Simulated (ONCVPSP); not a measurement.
# Before and after: ONCV potential for B

* Element: B
* Generator: ONCVPSP 4.0.1
* Type: optimised norm-conserving Vanderbilt (ONCV)
* Functional: PBE
* Relativity: scalar-relativistic
* Frozen core: [He]
* Valence charge: 3
* Reference configuration: 2s2 2p1
* Partial waves: 2s: rc 1.70 bohr, ncon 4, nbas 7, qcut 4.6 1/bohr, 2 projectors, debl 3.8 Ha; 2p: rc 2.70 bohr, ncon 5, nbas 10, qcut 4.2 1/bohr, 2 projectors, debl 3 Ha; d scattering state at 0.29 Ha: rc 2.55 bohr, ncon 4, nbas 7, qcut 3.3 1/bohr, 3 projectors, debl 2.8 Ha
* Local potential: polynomial inside 1.05 bohr (lpopt 5, dvloc0 0 Ha)
* Core correction: none

All-electron outer shells of the reference configuration (PBE, scalar-relativistic, ld1.x):

| shell | level (eV) | outermost node (bohr) | outermost maximum (bohr) |
| --- | --- | --- | --- |
| 1s | -180.59 | – | 0.21 |
| 2s | -9.44 | 0.46 | 1.52 |
| 2p | -3.61 | – | 1.57 |

Change: local potential polynomial inside 1.05 bohr (lpopt 5, dvloc0 4 Ha).

Cutoffs: the cutoffs (Ha) at which the residual kinetic energy of the hardest occupied pseudo-wave falls to 1 and 0.1 mHa per electron; they do not see the model core or the augmentation charge, which bear on the density cutoff. Errors are all-electron minus pseudo energies relative to the spin-unpolarised reference configuration.

Q: Predict the effect on cutoff, ghosts and configuration errors.

A: The potential gets neither clearly harder nor softer (8.8 Ha and 20 Ha → 8.8 Ha and 20 Ha); a bound ghost appears in d, which as a rule spoils a file; the errors of the 4 common tests hardly move. In the separable form a ghost depends on how the local part lies against the semilocal potential of the channel, so the choice of the local part can create or remove one.

```csv
quantity,base,changed
"cutoff, loose",8.8 Ha,8.8 Ha
"cutoff, tight",20 Ha,20 Ha
bound ghosts,none,d
GHOST(+) flags under 300 eV,none,none
"error for 2s2 2p0, meV [ΔE 8.22 eV]",+68,+67
"error for 2s1 2p0, meV [ΔE 33.64 eV]",+217,+217
"error for 2s2 2p0.5, meV [ΔE 2.89 eV]",+9.4,+9.3
"error for 2s1 2p2, meV [ΔE 5.85 eV]",-6.0,-6.1
s: phases at 1.73 bohr within 0.05 rad from the reference energy up to (Ha; the scan ends near 5),to the end of the scan,to the end of the scan
p: phases at 2.74 bohr within 0.05 rad from the reference energy up to (Ha; the scan ends near 5),0.6,0.6
d: phases at 2.60 bohr within 0.05 rad from the reference energy up to (Ha; the scan ends near 5),to the end of the scan,to the end of the scan
```

Base: The cutoffs count occupied waves only; projector 2 of the p channel, the hardest unoccupied one, needs 45 Ha at the loose tolerance. Changed file: The cutoffs count occupied waves only; projector 2 of the p channel, the hardest unoccupied one, needs 45 Ha at the loose tolerance. A true bound ghost makes a file unfit for plane-wave use even where its test errors are small: the radial tests pick states by their node count and pass the ghost by.
